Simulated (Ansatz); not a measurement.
Reaction (cleavage of the Al–Si bond): `F[SiH]([AlH2])[GeH3]` + `OC[SiH](F)F` → `F[SiH](F)C[O][AlH2]` + `F[SiH2][GeH3]`

Computed with Ansatz on PBE0-D4/def2-TZVP structures; ΔE is electronic, products minus reactants. CCSD(T)/CBS adds triple-zeta CCSD(T) − MP2 to the extrapolated MP2 energy (def2 sets, frozen cores). Functionals use def2-TZVPP. For Ge outer-core shells are correlated without core-valence functions, which leaves a few kJ/mol of doubt a bond. Scalar relativity is left out up to krypton. One conformer a species, not always the lowest.

```json
{"level": "PBE0-D4", "ΔE (kJ/mol)": "-126.5"}
{"level": "PBE", "ΔE (kJ/mol)": "-121.6"}
{"level": "HF/def2-QZVPP", "ΔE (kJ/mol)": "-162.4"}
{"level": "MP2/def2-QZVPP", "ΔE (kJ/mol)": "-156.0"}
```

(1) What does CCSD(T)/CBS give? (Estimate.)

Largest T1 diagnostic among the species: 0.013.

Answers

(1) The calculation gave: -144.3 kJ/mol. The listed levels differ from it by 17.8, 22.7, -18.1, -11.7 kJ/mol.

From PBE to PBE0 (25 % exact exchange), in def2-TZVPP and without D4, ΔE moves by −5.0 kJ/mol. In def2-TZVPP, CCSD(T) changes the Hartree–Fock value by +14.6 kJ/mol (the triples alone add +1.9 kJ/mol) and MP2 by +4.1 kJ/mol.
